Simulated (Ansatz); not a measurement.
Energy profile

The step: SiH₂F₂ ([F][SiH2][F]) + HF → SiHF₃ ([F][SiH]([F])[F]) + H₂; bonds formed: Si1–F7, H2–H6; bonds broken: Si1–H2, H6–F7 (atoms numbered as in the saddle structure below).

```xyz
7
angstrom
Si -0.3685 -0.1373 -0.1604
H 1.2888 -0.2799 -0.2025
F -0.3568 -1.3004 -1.2608
F -0.9876 -0.8662 1.0939
H -1.1507 0.8978 -0.8342
H 1.1777 0.4864 0.4155
F 0.3972 1.1997 0.9485
```

Electronic energies by CCSD(T) at an estimated basis limit (MP2 extrapolated from triple and quadruple zeta, plus CCSD(T) − MP2 in triple zeta), on PBE0-D4/def2-TZVP structures; SiH3F3, singlet; no counterpoise correction. Computed with Ansatz 0.2.0 (basis: def2-TZVPP and def2-QZVPP); correlated methods freeze the cores. Extrapolation: Hartree–Fock as exp(−7.88 √X), correlation as X^−2.97.

Q: Give the profile in eV, counted from the separated reactants. (Judge from chemistry; the value comes from the calculation.)

A: The calculation gives:
| point | eV |
| --- | --- |
| separated: SiH2F2 (linked as [F][SiH2][F]; Si1, H2, F3, F4, H5; singlet) + HF (H6, F7; singlet) | 0.000 |
| start structure | -0.156 |
| saddle | 1.287 |
| end structure | -1.465 |
| separated: SiHF3 (linked as [F][SiH]([F])[F]; Si1, F3, F4, H5, F7; singlet) + H2 (H2, H6; singlet) | -1.445 |

T1 diagnostic: at most 0.013. The end structure is not quite a true minimum (one mode of 31i cm⁻¹).

For scale, one of the runs: CCSD(T)/def2-TZVPP, 177 basis functions, launched by `ansatz run in.yaml --threads 2 --pin off --events-out ev --progress --plain --max-ram 4352MiB`. Hardware: 2 CPU threads of an Arm Neoverse V1, shared host. Wall time 61 s; peak host memory 1.7 GiB.
